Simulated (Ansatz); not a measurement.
Swapping Cl for Br on B: the atomisation energy

On one B centre, n of the Cl ligands are replaced by Br. The atomisation energy (no zero-point term) y in kJ/mol at CCSD(T)/def2-TZVPP. Shapes, held fixed at every level: PBE0-D4/def2-TZVP. Programs: Ansatz 0.2.0.

| molecule | n | y (kJ/mol) |
| --- | --- | --- |
| BCl3 | 0 | 1310 |
| BBrCl2 | 1 | ? |
| BBr2Cl | 2 | 1189 |
| BBr3 | 3 | 1129 |

Fit y = c + s·n to the known rows and predict BBrCl2.


1. Means of the 3 rows: n = 1.66667, y = 1209.3.
2. Σ(Δn)² = 4.6667, Σ(Δn·Δy) = -281.67, so the slope is -281.67/4.6667 = -60.357.
3. Intercept: 1209.3 − (-60.357) × 1.66667 = 1309.9. The largest residual of the fit is 0.2.
4. BBrCl2: 1309.9 + (-60.357) × 1 = 1250 kJ/mol.

The run gave 1249 kJ/mol, so the prediction is off by +1 kJ/mol, at the rounding of the table. The steps are nearly additive. The slope is the difference between a B–Br and a B–Cl bond. Other levels give for BBrCl2: HF/def2-SVP 985; wB97X-V/def2-TZVPP 1295 kJ/mol. Spin-orbit coupling of the free atoms (Cl 4, Br 15 kJ/mol each; the atoms kept shift only the intercept) is left out. Relativity is left out for Br unless named. Correlated rows may include outer-core shells of Br, which these sets cover unevenly.
